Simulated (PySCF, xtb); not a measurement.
CH₂NO, SMILES N=C=[OH+], charge +1.

Harmonic wavenumbers (cm⁻¹) from GFN2-xTB (xtb 6.7.1) at its own minimum, in rising order: 261, 382, 536, 542, 850, 1303, 2523, 3264, 3489.

What does PBE0-D3(BJ)/def2-TZVP run with PySCF give at its own minimum? (An estimate is asked for; the answer gives what the named calculation found.)

357, 496, 559, 563, 1096, 1265, 2527, 3643, 3707. Paired by order, the mean absolute difference is 127 cm⁻¹ and the zero-point energies are 18.8 and 20.3 kcal/mol.
